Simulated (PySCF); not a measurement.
**Correlation energy of N²⁺ (nitrogen, charge +2)**

[He] 2s2 2p1, 2P determinant. All numbers are calculated (PySCF 2.14, no relativity, point nucleus, in def2-QZVPPD). Frozen: nothing; 5 electrons correlated.

```tsv
level	correlation energy (mhartree)
CCSD	-107.11
(T)	-1.46
CCSD(T)	-108.57
```

Diagnostics: T1 = 0.0056, D1 = 0.0136, largest double amplitude 0.134.

Question: Is a single reference adequate?

Answer: Mostly. T1 lies below 0.03, but a double amplitude of this size points to a near-degeneracy that CCSD handles and MP2 describes poorly.

This basis was not built for core-valence correlation, so the inner-shell part is incomplete.
